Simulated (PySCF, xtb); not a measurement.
CH4Cl2OSn, SMILES C[O][SnH]([Cl])[Cl].

GFN2-xTB (xtb 6.7.1) at its own geometry gives an orbital gap of 3.18 eV and a dipole moment of 2.88 D.

Geometry optimised at B3LYP-D3(BJ)/def2-SVP. The structure was generated by enumeration; whether it is a known compound was not checked. The def2 effective core potentials stand for the cores of Sn; spin–orbit coupling is left out. Other conformers were not sampled.

Q: What does PBE/def2-TZVP (PySCF) give? (Estimate from the structure and the level; the computed values follow.)

A: gap 3.70 eV (levels -6.78 and -3.08 eV), dipole 1.30 D.
